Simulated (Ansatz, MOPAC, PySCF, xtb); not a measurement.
Intermolecular potential of H4Si ··· HF (SMILES [SiH4] and F), singlet. Monomers: optimised at B3LYP-D3(BJ) (def2-TZVP), held rigid. Orientation: lowest of the rigid-body minima from ten starts at GFN2-xTB. Only R, the distance of the centres of mass, is varied, so the lowest point isn't the relaxed dimer.

- GFN1-xTB (xtb)
- PM3, restricted, heats of formation (MOPAC)
- RHF/6-31G* = PySCF with restricted Hartree-Fock/6-31G*, spherical d, no counterpoise correction
- CCSD(T)/aug-cc-pVDZ = CCSD(T) on RHF/aug-cc-pVDZ, frozen core, counterpoise-corrected in Ansatz (an electronic-structure program)

Interaction energies in kJ/mol; the last columns give the difference from CCSD(T):

| R / Å | GFN1-xTB | PM3 | RHF/6-31G* | CCSD(T)/aug-cc-pVDZ | GFN1-xTB − CCSD(T)/aug-cc-pVDZ | PM3 − CCSD(T)/aug-cc-pVDZ | RHF/6-31G* − CCSD(T)/aug-cc-pVDZ |
|---|---|---|---|---|---|---|---|
| 3.06 | -5.89 | 10.56 | 32.60 | 24.99 | -30.89 | -14.43 | 7.61 |
| 3.24 | -5.26 | -0.61 | 19.57 | 14.40 | -19.65 | -15.00 | 5.17 |
| 3.47 | -4.14 | -6.97 | 10.18 | 7.31 | -11.45 | -14.28 | 2.87 |
| 3.68 | -3.15 | -7.07 | 5.66 | 4.08 | -7.23 | -11.15 | 1.58 |
| 3.90 | -2.31 | -5.46 | 3.21 | 2.32 | -4.63 | -7.79 | 0.89 |
| 4.15 | -1.61 | -3.71 | 1.91 | 1.33 | -2.94 | -5.04 | 0.58 |
| 4.49 | -1.00 | -2.14 | 1.23 | 0.73 | -1.73 | -2.86 | 0.50 |
| 4.94 | -0.56 | -1.10 | 0.88 | 0.40 | -0.97 | -1.50 | 0.48 |
| 5.68 | -0.24 | -0.50 | 0.53 | 0.20 | -0.44 | -0.70 | 0.33 |
| 6.64 | -0.09 | -0.25 | 0.25 | 0.10 | -0.19 | -0.35 | 0.15 |
| 7.95 | -0.03 | -0.12 | 0.10 | 0.04 | -0.07 | -0.17 | 0.05 |

GFN1-xTB is furthest from CCSD(T)/aug-cc-pVDZ at 3.06 (-30.89 kJ/mol, below); its mean absolute difference over the points is 7.29 kJ/mol.

PM3 is furthest from CCSD(T)/aug-cc-pVDZ at 3.24 (-15.00 kJ/mol, below); its mean absolute difference over the points is 6.66 kJ/mol.

RHF/6-31G* is furthest from CCSD(T)/aug-cc-pVDZ at 3.06 (7.61 kJ/mol, above); its mean absolute difference over the points is 1.84 kJ/mol.
